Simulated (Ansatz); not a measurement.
Ansatz (a first-principles code) input:
A basis named .json is the Basis Set Exchange file of that set.

Ansatz 0.2 input:
```yaml
crystal:
  periodic: [false, false, false]
  atoms:
    - {symbol: Si, position_ang: [1.28056463, 0.42424182, -0.21796127]}
    - {symbol: F, position_ang: [1.32445643, 0.54455759, 1.34908842]}
    - {symbol: O, position_ang: [-0.10261074, -0.65291675, -0.50139912]}
    - {symbol: Si, position_ang: [-1.85504285, -0.32821178, -0.17122528]}
    - {symbol: H, position_ang: [2.39581375, -0.34588655, -0.76405107]}
    - {symbol: H, position_ang: [0.87105566, 1.67736253, -0.84340313]}
    - {symbol: H, position_ang: [-1.77497499, 1.09393675, 0.17517385]}
    - {symbol: H, position_ang: [-2.49876627, -0.64016957, -1.45054011]}
    - {symbol: H, position_ang: [-2.17238827, -1.23777575, 0.93329376]}
    - {symbol: H, position_ang: [0.12273304, -1.56957226, -0.73246446]}
basis:
  gaussian:
    orbitals: cc-pV_Q+d_Z.json
hamiltonian:
  xc: hf
total_charge: 1
```

Predict the final energy.

-755.66449 Eh (HF/cc-pV(Q+d)Z). The basis has 418 functions.

It need not be the lowest isomer of its formula.
